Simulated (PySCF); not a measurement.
## Computed vibrations of [Eu(CH3)2]+

[Eu(CH3)2]+ (singlet in the valence; each metal's 4f electrons, 6 of them, lie in its core potential, out of spins and levels). PySCF 2.14.0, RKS PBE0, Eu lcecp-1-SVP with ECP52, C def2-SVP, H def2-SVP; non-relativistic Hamiltonian with scalar-relativistic core potentials where named; density fitting; no spin-orbit coupling. Central differences of gradients.

```xyz
9

Eu    0.0000    0.0000   -0.2544
C     1.7389    0.0000    1.2370
H     2.7416    0.0000    0.7696
H     1.6805    0.8844    1.9012
H     1.6805   -0.8844    1.9012
C    -1.7389    0.0000    1.2370
H    -2.7416    0.0000    0.7696
H    -1.6805   -0.8844    1.9012
H    -1.6805    0.8844    1.9012
```

Run from Python with OMP_NUM_THREADS=2. Where DIIS fails, smearing, a level shift and second-order steps follow.
It took 49 s on 2 threads of Intel(R) Xeon(R) 6975P-C (Granite Rapids), on a shared host.

Problem. What are the harmonic wavenumbers and infrared intensities?

Solution. Modes are labelled in C2v; negative numbers are unstable modes, those under 60 cm⁻¹ near the noise; a finer grid moves soft modes by up to 10 cm⁻¹.
| cm⁻¹ | km/mol | symmetry |
| --- | --- | --- |
| -70 | – | a2 |
| 16 | 1.2 | b2 |
| 116 | 0.1 | a1 |
| 324 | 0.0 | a2 |
| 351 | 47.1 | b2 |
| 383 | 7.0 | b1 |
| 426 | 2.3 | a1 |
| 467 | 114.6 | b1 |
| 492 | 32.7 | a1 |
| 1157 | 4.4 | b1 |
| 1161 | 8.0 | a1 |
| 1368 | 0.0 | a2 |
| 1372 | 6.2 | b1 |
| 1376 | 31.8 | b2 |
| 1382 | 20.4 | a1 |
| 3003 | 11.6 | b1 |
| 3005 | 4.9 | a1 |
| 3103 | 0.0 | a2 |
| 3104 | 0.1 | b2 |
| 3116 | 0.1 | a1 |
| 3117 | 0.1 | b1 |

Problem. Is this a minimum?

Solution. No: 1 unstable; the lowest moves the atoms so:
```
Eu   0.00  0.00  0.00
C    0.00  0.03  0.00
H    0.00 -0.37  0.00
H    0.24  0.24 -0.26
H   -0.24  0.24  0.26
C    0.00 -0.03  0.00
H    0.00  0.37  0.00
H   -0.24 -0.24 -0.26
H    0.24 -0.24  0.26
```

An lcecp potential fixes the number of 4f electrons, so in runs with it no electron can move into or out of that shell.
